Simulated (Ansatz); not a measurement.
Born–Oppenheimer molecular dynamics of AlCl$_{2}$FH$_{2}$ (6 atoms, charge 0, multiplicity 1). It starts at the highest image of a converged band, a first-order saddle point between two minima.

Computed with RKS B3LYP/def2-mTZVP (Ansatz 0.2.0).

```json
{
 "ensemble": "NVE (velocity Verlet)",
 "time step": "0.5 fs",
 "steps asked": "200",
 "starting velocities drawn for": "300 K",
 "seed": "7206"
}
```

Frames 1 fs apart, positions in Å, forces in eV/Å.

Velocities at 10 fs (Å/ps):

```
Al -1.27 4.61 3.83
F 1.50 2.54 -8.39
Cl -1.68 -0.85 1.62
Cl 1.98 -1.16 0.90
H -6.38 -50.41 -0.56
H 1.58 -50.15 -32.56
```

```xyz
6
Properties=species:S:1:pos:R:3:forces:R:3 time_fs=10 energy_less_start_eV=-0.318 T=918
Al -0.006 -0.354 -0.106 0.92 1.57 2.47
F 0.040 -0.026 1.688 -0.12 0.84 -1.51
Cl 1.813 0.193 -0.967 0.01 -0.37 -0.17
Cl -1.794 0.124 -0.950 -0.82 -0.15 -0.50
H 0.028 -1.977 0.772 0.03 -2.42 -2.07
H -0.003 -1.474 1.288 -0.03 0.53 1.78
6
Properties=species:S:1:pos:R:3:forces:R:3 time_fs=11 energy_less_start_eV=-0.446 T=1163
Al -0.007 -0.349 -0.102 0.96 1.54 2.56
F 0.041 -0.023 1.679 -0.12 0.62 -1.61
Cl 1.812 0.193 -0.966 0.03 -0.37 -0.19
Cl -1.793 0.123 -0.950 -0.87 -0.15 -0.53
H 0.021 -2.039 0.761 0.01 -2.08 -1.86
H -0.001 -1.522 1.264 -0.01 0.43 1.62
6
Properties=species:S:1:pos:R:3:forces:R:3 time_fs=12 energy_less_start_eV=-0.623 T=1501
Al -0.008 -0.344 -0.097 0.98 1.42 2.53
F 0.043 -0.020 1.669 -0.12 0.36 -1.61
Cl 1.810 0.192 -0.964 0.05 -0.37 -0.20
Cl -1.791 0.122 -0.949 -0.91 -0.14 -0.55
H 0.015 -2.120 0.733 -0.03 -0.74 -0.75
H 0.000 -1.566 1.255 0.03 -0.53 0.58
6
Properties=species:S:1:pos:R:3:forces:R:3 time_fs=13 energy_less_start_eV=-0.726 T=1702
Al -0.009 -0.338 -0.090 0.98 1.29 2.46
F 0.044 -0.017 1.659 -0.12 0.13 -1.55
Cl 1.808 0.190 -0.963 0.08 -0.36 -0.21
Cl -1.790 0.121 -0.948 -0.93 -0.14 -0.57
H 0.009 -2.209 0.698 -0.04 0.51 0.28
H 0.002 -1.614 1.252 0.04 -1.44 -0.41
6
Properties=species:S:1:pos:R:3:forces:R:3 time_fs=14 energy_less_start_eV=-0.783 T=1814
Al -0.009 -0.332 -0.084 0.96 1.20 2.36
F 0.045 -0.014 1.648 -0.12 -0.03 -1.44
Cl 1.807 0.189 -0.961 0.10 -0.35 -0.23
Cl -1.788 0.119 -0.948 -0.94 -0.14 -0.57
H 0.002 -2.293 0.665 -0.02 1.23 0.89
H 0.004 -1.677 1.245 0.02 -1.90 -1.01
6
Properties=species:S:1:pos:R:3:forces:R:3 time_fs=15 energy_less_start_eV=-0.876 T=1995
Al -0.008 -0.325 -0.076 0.93 1.16 2.24
F 0.047 -0.011 1.636 -0.12 -0.13 -1.30
Cl 1.805 0.188 -0.960 0.13 -0.36 -0.25
Cl -1.788 0.118 -0.948 -0.93 -0.16 -0.57
H -0.005 -2.365 0.641 0.01 1.39 1.07
H 0.006 -1.757 1.228 -0.01 -1.90 -1.20
6
Properties=species:S:1:pos:R:3:forces:R:3 time_fs=16 energy_less_start_eV=-1.025 T=2281
Al -0.008 -0.318 -0.067 0.88 1.16 2.06
F 0.048 -0.007 1.623 -0.12 -0.19 -1.09
Cl 1.804 0.187 -0.959 0.15 -0.36 -0.26
Cl -1.787 0.117 -0.948 -0.91 -0.18 -0.56
H -0.012 -2.425 0.627 0.03 0.96 0.74
H 0.008 -1.855 1.201 -0.03 -1.38 -0.88
6
Properties=species:S:1:pos:R:3:forces:R:3 time_fs=17 energy_less_start_eV=-1.143 T=2505
Al -0.007 -0.310 -0.058 0.81 1.15 1.74
F 0.049 -0.004 1.610 -0.11 -0.24 -0.78
Cl 1.802 0.185 -0.957 0.17 -0.37 -0.28
Cl -1.787 0.115 -0.948 -0.87 -0.21 -0.55
H -0.018 -2.475 0.619 -0.01 -0.16 -0.36
H 0.010 -1.966 1.165 0.01 -0.17 0.22
6
Properties=species:S:1:pos:R:3:forces:R:3 time_fs=18 energy_less_start_eV=-1.137 T=2499
Al -0.006 -0.302 -0.048 0.73 1.10 1.27
F 0.050 -0.001 1.597 -0.10 -0.26 -0.33
Cl 1.800 0.183 -0.956 0.19 -0.37 -0.29
Cl -1.786 0.114 -0.948 -0.81 -0.23 -0.52
H -0.025 -2.528 0.607 -0.13 -1.57 -2.00
H 0.011 -2.078 1.132 0.13 1.35 1.86
6
Properties=species:S:1:pos:R:3:forces:R:3 time_fs=19 energy_less_start_eV=-1.155 T=2535
Al -0.004 -0.293 -0.037 0.63 0.99 0.63
F 0.051 0.002 1.583 -0.09 -0.24 0.26
Cl 1.799 0.182 -0.955 0.21 -0.37 -0.29
Cl -1.787 0.112 -0.948 -0.75 -0.25 -0.48
H -0.033 -2.595 0.577 -0.20 -1.72 -2.38
H 0.015 -2.178 1.116 0.20 1.60 2.26
6
Properties=species:S:1:pos:R:3:forces:R:3 time_fs=20 energy_less_start_eV=-1.250 T=2711
Al -0.003 -0.284 -0.027 0.51 0.84 -0.15
F 0.052 0.005 1.569 -0.07 -0.18 1.00
Cl 1.798 0.180 -0.954 0.23 -0.36 -0.30
Cl -1.787 0.111 -0.949 -0.68 -0.26 -0.44
H -0.043 -2.677 0.525 -0.07 -0.43 -0.77
H 0.019 -2.264 1.121 0.07 0.39 0.67
6
Properties=species:S:1:pos:R:3:forces:R:3 time_fs=21 energy_less_start_eV=-1.223 T=2661
Al -0.001 -0.275 -0.016 0.39 0.67 -1.04
F 0.053 0.007 1.556 -0.04 -0.08 1.84
Cl 1.796 0.178 -0.953 0.26 -0.35 -0.31
Cl -1.787 0.109 -0.949 -0.61 -0.28 -0.40
H -0.053 -2.764 0.467 0.12 0.70 0.94
H 0.025 -2.346 1.131 -0.12 -0.67 -1.03
```

Of the whole run (100 fs, mean temperature of the second half 2410 K): The conserved energy stayed within 0.56 meV per atom of its start (net change -0.022 meV per atom), so the integration is sound. The kinetic energy rose, since the run started high on the potential surface and went downhill. It ends in pieces (AlCl2F + H2), so much of that is their flight and rotation, not heat. A run of 0.1 ps of so small a system gives no equilibrium averages. The orbitals stay closed-shell, which can raise the energy where a bond breaks towards radicals; this wasn't checked here.

Time of the run: 6 min on 2 threads of Arm Neoverse V1, with other jobs on the host, peak memory 0.18 GiB.
